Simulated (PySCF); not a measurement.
From a computed spectrum to the compound

A species of 6 atoms with charge -1 has these harmonic modes (BP86, small Gaussian bases with core potentials, PySCF 2.14.0):

```tsv
cm⁻¹	km/mol	symmetry
344	5.9	e'
344	5.9	e'
642	454.6	e'
642	454.6	e'
708	871.4	a2''
844	0.0	e''
844	0.0	e''
1009	0.0	a1'
1142	1014.6	a2''
1427	669.1	e'
1427	669.1	e'
1450	0.0	a1'
```

Which species is it, and in which structure?

[PbH5]− (singlet):
```xyz
6

Pb    0.0000    0.0000    0.0000
H     0.0000    0.0000    1.9793
H     0.0000    0.0000   -1.9793
H     1.8734    0.0000    0.0000
H    -0.9367    1.6225    0.0000
H    -0.9367   -1.6224    0.0000
```
Ideal gas at 298.15 K and 1 bar: S = 257.3 J/(mol K), Cp = 66.5 J/(mol K), H − H(0 K) = 13.4 kJ/mol (rigid rotor, harmonic modes, spin degeneracy alone). 
 The answer isn't unique; the calculation gave this one.
